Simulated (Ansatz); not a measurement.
Born–Oppenheimer molecular dynamics of ClF2GeH (5 atoms, charge 0, multiplicity 1). It starts from a relaxed structure.

All numbers below come from RHF/def2-SVP (Ansatz).

```json
{"ensemble": "NVE (velocity Verlet)", "time step": "1 fs", "steps asked": "500", "starting velocities drawn for": "1000 K", "masses": "H 3.016 u", "seed": "472861"}
```

First frame:

```xyz
5
Properties=species:S:1:pos:R:3
Ge -0.054 -0.010 -0.038
F 0.010 0.030 1.660
F 1.569 0.030 -0.543
Cl -0.991 1.770 -0.701
H -0.725 -1.273 -0.512
```

(1) How far do the bonds stretch over the last three quarters of this one trajectory? (Pairs bonded in most of those frames.)

## Answers

(1) 
| bond | mean (Å) | spread (Å) | shortest | longest |
| --- | --- | --- | --- | --- |
| Ge1–F2 | 1.711 | 0.063 | 1.61 | 1.81 |
| Ge1–F3 | 1.703 | 0.032 | 1.64 | 1.77 |
| Ge1–Cl4 | 2.124 | 0.042 | 2.06 | 2.20 |
| Ge1–H5 | 1.511 | 0.013 | 1.49 | 1.53 |

Mean temperature of the second half: 502 K. The conserved energy stayed within 0.29 meV per atom of its start (net change 0.19 meV per atom), so the integration is sound. Over the second half the temperature averaged 0.50 of the 1000 K drawn at the start: a run that starts near a minimum puts about half its kinetic energy into the potential. A run of 0.5 ps of so small a system gives no equilibrium averages.

The run took 12 min on 1 thread of Arm Neoverse V1, with other jobs on the host, peak memory 0.15 GiB.
